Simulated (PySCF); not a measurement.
Simulated absorption spectrum

Species: 1-(4-fluorophenyl)propan-1-ol, C9H11FO.
SMILES: `CC[C@H](O)c1ccc(F)cc1`

Method used: TDDFT B3LYP/def2-SVPD, vertical, gas phase, core orbitals frozen in the response (PySCF). Isolated species at its PBE0-D3(BJ)/def2-SVP geometry (one conformer only). Torsions of this conformer, `[CH3:1][CH2:2][C@H:3]([OH:4])[c:5]1[cH:6][cH:7][c:8]([F:9])[cH:10][cH:11]1`: C1–C2–C3–O4 -174°, C2–C3–C5–C6 -97°, H–O4–C3–C2 -179°.

Broadening: Gaussians 0.4 eV wide at half height, area fixed by f = 4.319×10⁻⁹ ∫ε dν̃. The cross-section is σ = 3.8235×10⁻²¹ ε cm², given in Mb (10⁻¹⁸ cm²). The width is an assumption, not a result. The curve ends short of the highest state used, and states not computed would add to its high-energy end.

```tsv
λ (nm)	σ (Mb)
193.4	35.71
196.8	22.31
200.2	13.48
203.6	9.84
207.0	11.18
210.4	13.89
213.8	14.02
217.1	10.95
220.5	6.65
223.9	3.42
227.3	2.02
230.7	2.06
234.1	2.76
237.5	3.40
240.9	3.53
244.3	3.06
247.7	2.25
251.1	1.42
254.5	0.78
257.9	0.38
261.3	0.16
264.7	0.06
268.1	0.02
271.5	0.01
```

(1) Where are the band maxima, and which computed states make them?

(2) On this curve, what absorbance would a 10⁻⁴ mol/L sample give at 266 nm over a 1 cm path?

(3) Coming from long wavelengths, where does ε first pass 100 L mol⁻¹ cm⁻¹?

Results:

(1) 240 nm (5.17 eV), ε about 930, made up of S1 (100%); 212 nm (5.84 eV), ε about 3800, made up of S2 (98%) (ε in L mol⁻¹ cm⁻¹; maxima over ε = 5, shares over 10%). At its high-energy end, 6.41 eV, the curve is still rising (ε about 9300, from S4, S5 and S6). The states used: S1 5.17 eV (f 0.014); S2 5.83 eV (f 0.055); S3 6.27 eV (f 0.014); S4 6.35 eV (f 0.018); S5 6.46 eV (f 0.071); S6 6.74 eV (f 0.223); S7 6.87 eV (f 0.237); S8 6.91 eV (f 0.329); S9 6.97 eV (f 0.011); S10 7.01 eV (f 0.141).

(2) 266 nm is 4.661 eV, where ε is about 11 L mol⁻¹ cm⁻¹, so A = ε c l ≈ 0.0011 (Beer–Lambert, with the gas-phase spectrum and the assumed width).

(3) At about 258 nm (4.81 eV), 0.36 eV below S1.
